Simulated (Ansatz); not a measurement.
Te4Pb2⁺ (the lowest doublet isomer of a short search) was relaxed with PBE-D4 (def2-SVP) in Ansatz in these states: charge +1 doublet, charge +1 quartet. The geometries follow in no particular order.

In the def2 sets Pb, Te take a core potential; there is no spin–orbit coupling.

A:

```xyz
6

Pb    0.4517   -2.1013   -0.9106
Pb   -0.0531    2.1611   -0.8808
Te   -1.6813    0.9163    1.3380
Te   -2.0230   -0.1368   -1.1954
Te    2.3368    0.1838   -0.2144
Te    0.9689   -1.0230    1.8632
```

B:

```
atom   x (Å)   y (Å)   z (Å)
 Pb1  -1.199  -0.660  -1.764
 Pb2   1.751   1.881  -0.125
 Te3   0.106   0.374   2.043
 Te4  -1.299   1.848   0.153
 Te5   1.773  -1.012  -0.947
 Te6  -1.131  -2.432   0.640
```

**Question.** Judge from the bond lengths which geometry belongs to which state (an estimate).

**Answer.** A is the charge +1 doublet (Te5–Te6 2.765 Å, Pb2–Te5 3.173 Å, Pb2–Te3 3.021 Å); B is the charge +1 quartet (Te5–Te6 3.601 Å, Pb2–Te5 3.009 Å, Pb2–Te3 3.110 Å).

At PBE0-D4/def2-TZVP a doublet lies 1.57 eV below the charge +1 quartet. These are the stationary points nearest to one start from a short search; other shapes may lie lower in each state.
